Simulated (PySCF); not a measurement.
Computed data sheet: `C=CC(=C)/C=C/C(=O)O`

Species: C₇H₈O₂.
Z-matrix (Å and degrees, GFN2-xTB geometry), rows numbered from 1:
```
C 
C   1  1.3257
C   2  1.4648  1  125.18
C   3  1.3406  2  120.04  1  -149.19
C   3  1.4558  2  120.78  1    30.97
C   5  1.3381  3  125.47  2    26.85
C   6  1.4657  5  123.26  3   178.29
O   7  1.2076  6  124.35  5  -177.34
O   7  1.3473  6  114.01  5     3.13
H   1  1.0766  2  122.20  3    -1.26
H   1  1.0766  2  121.43  3   177.41
H   2  1.0824  1  119.70  3  -175.75
H   4  1.0767  3  121.71  2    -2.04
H   4  1.0766  3  121.71  2   178.52
H   5  1.0824  3  115.83  2  -156.88
H   6  1.0798  5  122.27  3    -0.33
H   9  0.9693  7  109.27  6   179.74
```

Some functional groups and rings: carboxylic acid and C=C double bond.

**GFN2-xTB geometry**

```
Point group of the GFN2-xTB geometry                  : C1
Rotational constants A, B, C of the GFN2-xTB geometry : 3.080, 0.891, 0.723 GHz
```

**PBE0/def2-SVPD ground state and vertical TDDFT (core frozen in the response) (PySCF)**

```
Dipole moment                                                     : 2.83 D
HOMO energy                                                       : -7.00 eV
LUMO energy                                                       : -2.02 eV
HOMO–LUMO gap                                                     : 4.98 eV
Lowest singlet excitation                                         : 4.44 eV (279 nm, f = 0.208)
Strongest line among the 8 lowest singlet transitions             : S4 at 5.56 eV (223 nm, f = 0.308)
Lowest triplet excitation (Tamm–Dancoff)                          : 2.72 eV
Static isotropic polarisability                                   : 99.5 au
Electronic spatial extent ⟨r²⟩ about the centre of nuclear charge : 1529 bohr²
```

Monoisotopic mass from the formula: 124.0524 u.

The largest Löwdin shares of the HOMO are 0.25 on C4, 0.16 on C3, 0.15 on C1 and 0.12 on C6. The principal polarisabilities are 62.1, 97.6 and 138.9 au; their mean is the isotropic value. The vertical singlet–triplet gap S1 − T1 is 1.72 eV (TDDFT singlet less Tamm–Dancoff triplet; S1: HOMO→LUMO, weight 0.84; T1: HOMO→LUMO, weight 0.86). In atomic units the dipole is 1.11 e·bohr (1 au = 2.5417 D). S1 lies 0.54 eV below the HOMO–LUMO gap; its leading configuration is HOMO→LUMO, weight 0.84. The largest Löwdin shares of the LUMO are 0.19 on C4, 0.18 on C5, 0.16 on C6 and 0.11 on C7.

One conformer (not necessarily the lowest) at the GFN2-xTB geometry, without solvent, vibrations or thermal averaging.
